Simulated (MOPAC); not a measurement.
MOPAC input (PM7):

```
PM7 PRECISE GNORM=0.05 LET XYZ CHARGE=-1 GEO-OK AUX(PRECISION=9) THREADS=1
H2BO3

O     1.39901660 1   -0.49795935 1    0.03366731 1
B     0.19588406 1   -0.06972205 1    0.00471395 1
O    -0.98129508 1   -0.92517319 1   -0.15754506 1
O    -0.18219759 1    1.33930127 1    0.12954563 1
H    -1.78320164 1   -0.46787925 1    0.10955747 1
H    -1.08041008 1    1.48713965 1   -0.17847023 1
```

Q: What heat of formation does the run end on?

A: -235.88 kcal/mol.
